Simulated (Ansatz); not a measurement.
Geometry optimisation, RKS PBE0-D4/6-31G* (Ansatz).

The input (input.yaml):

```yaml
crystal:
  periodic: [false, false, false]
  atoms:
    - { symbol: "N", position_ang: [0.1456, -1.5985, 1.0279] }
    - { symbol: B, position_ang: [0.5524, -0.4722, 0.0467] }
    - { symbol: "N", position_ang: [1.8314, 0.2725, 0.2865] }
    - { symbol: "N", position_ang: [-0.2222, -0.1015, -1.1729] }
    - { symbol: B, position_ang: [-0.9703, 1.2232, -0.9284] }
    - { symbol: O, position_ang: [-1.9922, 1.3776, 0.1283] }
    - { symbol: H, position_ang: [0.0053, -2.43, 0.4678] }
    - { symbol: H, position_ang: [-0.8091, -1.2595, 1.3586] }
    - { symbol: H, position_ang: [2.3094, -0.1232, 1.1955] }
    - { symbol: H, position_ang: [2.4983, 0.0564, -0.4794] }
    - { symbol: H, position_ang: [-1.0692, -0.8206, -1.2362] }
    - { symbol: H, position_ang: [-0.7149, 2.1567, -1.5976] }
    - { symbol: H, position_ang: [-1.544, 1.6844, 0.9179] }
basis:
  gaussian: { orbitals: "6-31G*" }
hamiltonian:
  xc: pbe0
  dispersion: d4
relax:
  f_tol: 0.015
  max_steps: 40
```

Command:

```bash
$ ansatz run input.yaml --threads 2 --pin off --max-ram 3072MiB --backend cpu --events-out ev --progress --plain --runs-dir out
```

Problem. Where does it end, and by what steps?

Solution. The forces met the threshold. After 19 steps the energy has fallen by 3.194 eV; H13 moved furthest, 2.25 Å.

```
step  energy less start (eV)  largest force component (eV/Å)  accepted
   0                  0.0000                           3.192       yes
   1                 -0.7569                           1.839       yes
   2                 -1.1121                           2.099       yes
   3                 -1.3930                           1.416       yes
   4                 -1.6412                           1.739       yes
   5                 -1.8694                           1.440       yes
   6                 -2.1095                           1.163       yes
   7                 -2.3216                           0.978       yes
   8                 -2.4981                           0.942       yes
   9                 -2.6815                           0.784       yes
  10                 -2.8552                           0.934       yes
  11                 -3.0099                           0.713       yes
  12                 -3.0891                           0.504       yes
  13                 -3.1386                           0.583       yes
  14                 -3.1641                           0.508       yes
  15                 -3.1834                           0.246       yes
  16                 -3.1931                           0.070       yes
  17                 -3.1936                           0.065       yes
  18                 -3.1938                           0.147       yes
  19                 -3.1944                           0.011       yes
```

```xyz
13
Properties=species:S:1:pos:R:3
N 0.327 -2.075 0.632
B 0.454 -0.717 0.216
N 1.730 -0.107 0.099
N -0.753 0.031 -0.110
B -0.899 1.389 -0.446
O -2.153 1.868 -0.735
H 1.115 -2.626 0.931
H -0.556 -2.484 0.886
H 2.589 -0.571 0.342
H 1.855 0.822 -0.265
H -1.619 -0.497 -0.109
H 0.055 2.127 -0.481
H -2.125 2.807 -0.944
```

Whether the end is a true minimum wasn't checked by a vibrational analysis.

Run time: 57 s on 2 threads of Arm Neoverse V2, with other jobs on the host, peak memory 0.23 GiB.
